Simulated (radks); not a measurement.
Task: Species: As4+. Configuration: [Ar] 3d10 4s1. Calculated with a radial shooting solver on a logarithmic mesh with Libxc functionals: non-relativistic Kohn-Sham, PBE, spin-polarised, spherical densities, point nucleus; open shells are filled with parallel spins first. Some entries of the table are withheld. Estimate them.

orbital  occ.  eigenvalue (eV)  <r> (bohr)
1s up       1        -11590.94     0.04638
1s down     1        -11590.84     0.04638
2s up       1        -1497.341      0.2067
2s down     1        -1497.290      0.2067
2p up       3        -1344.416      0.1788
2p down     3        -1344.356      0.1788
3s up       1        -233.9782      0.6087
3s down     1        -233.8079      0.6083
3p up       3        -182.3001      0.6209
3p down     3        -182.1023      0.6200
3d up       5              (1)      0.6660
3d down     5              (2)      0.6623
4s up       1         -56.8944         (3)
4s down     0         -55.1282         (4)

Result: 
(1) 3d up eigenvalue (eV): -91.5451
(2) 3d down eigenvalue (eV): -91.2445
(3) 4s up <r> (bohr): 1.698
(4) 4s down <r> (bohr): 1.689
